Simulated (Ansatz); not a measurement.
Mulliken charges of F3H3Si2, SMILES `F[SiH2][SiH](F)F` from ωB97M-V/def2-TZVPP in Ansatz (PBE0-D4/def2-TZVP geometry).

| atom | x (Å) | y (Å) | z (Å) | charge (e) |
| --- | --- | --- | --- | --- |
| F1 | -2.173 | 0.649 | -0.088 | -0.315 |
| Si2 | -0.615 | 1.006 | 0.054 | 0.367 |
| Si3 | 0.619 | -0.999 | -0.024 | 0.647 |
| F4 | 0.517 | -1.638 | -1.478 | -0.297 |
| F5 | 2.149 | -0.630 | 0.227 | -0.300 |
| H6 | -0.412 | 1.688 | 1.357 | -0.030 |
| H7 | -0.233 | 1.913 | -1.056 | -0.025 |
| H8 | 0.239 | -2.046 | 0.951 | -0.046 |

Task: By hand: the dipole of these point charges (1 e Å = 4.8032 D).

Result: Σ q r = (0.068, 0.190, 0.345) e Å, of length 0.400 e Å = 1.92 D.

Task: How does the dipole of the full density compare? (Estimate.)

Result: The calculation gave: (-0.006, 0.135, 0.200) e Å, 1.16 D; the point charges give 1.66 times that, at 12° from its direction.

Point charges leave out the atoms' own dipoles, such as those of lone pairs, and Mulliken's split depends on the basis, so the two needn't agree.
